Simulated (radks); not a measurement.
Fractional charge and spin in the 5s shell of europium: the spin-up occupation runs from 0 to 1 and the spin-down occupation from 0 to 1; the fullest corner is Eu2+, [Kr] 4d10 4f(up 3.5, down 3.5) 5p6 5s(up 1, down 1). Method: scalar-relativistic Kohn-Sham, SCAN, spin-polarised, spherical densities, finite nucleus; meta-GGA in the generalised Kohn-Sham scheme; Fermi nuclear charge, rms radius of each element as measured or else 0.836 A^(1/3) + 0.57 fm; computed with a radial shooting solver on a logarithmic mesh with Libxc functionals. Energy (eV) minus the two flat planes that join the four corners (they meet along the diagonal where the two added fractions sum to one electron); zero is where a piecewise linear energy would lie.

down \ up       0    0.25     0.5    0.75       1
0           0.000  -1.289  -1.687  -1.250   0.000
0.25       -1.289  -1.617  -1.059   0.319  -1.245
0.5        -1.687  -1.059   0.441  -0.991  -1.618
0.75       -1.250   0.319  -0.991  -1.481  -1.191
1           0.000  -1.245  -1.618  -1.191   0.000

Corners above the fullest one (they belong to Eu3+ and the next ion): (up 1, down 0) 65.611 eV, (up 0, down 1) 65.611 eV, (up 0, down 0) 146.26 eV. With half an added electron in each spin the energy lies 0.441 eV from the planes, and with half an added electron in spin up alone -1.687 eV. The planes are only a guide here: the flat-plane condition holds for ground states with one frontier orbital, while this shell lies below other occupied shells, so the corners above the fullest one are inner-hole states and not the ground states of those ions.
